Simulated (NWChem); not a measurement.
CdTe; SMILES [Te]=[Cd]

```xyz
2

Cd     0.0000     0.0000    -1.3242
Te     0.0000     0.0000     1.2239
```
Atoms are numbered in this order, from 1.

Level: PBE0-D3(BJ)/def2-TZVP with def2 effective core potentials on Cd, Te (NWChem), optimised geometry, unscaled harmonic frequencies. def2 effective core potentials on Cd, Te; no spin-orbit coupling.

### Question
List the harmonic frequencies with IR intensities, and the thermochemistry.

### Answer
| frequency (cm⁻¹) | IR intensity (km/mol) |
|---|---|
| 204 | 1.0 |

- zero-point energy: 0.3 kcal/mol
- thermal correction to the enthalpy at 298.15 K (with zero-point energy): 2.7 kcal/mol
- heat capacity Cv: 6.8 cal/(mol K)
- entropy at 298.15 K and 1 atm (symmetry number 1): 63.3 cal/(mol K)

Rigid rotor and harmonic oscillator.
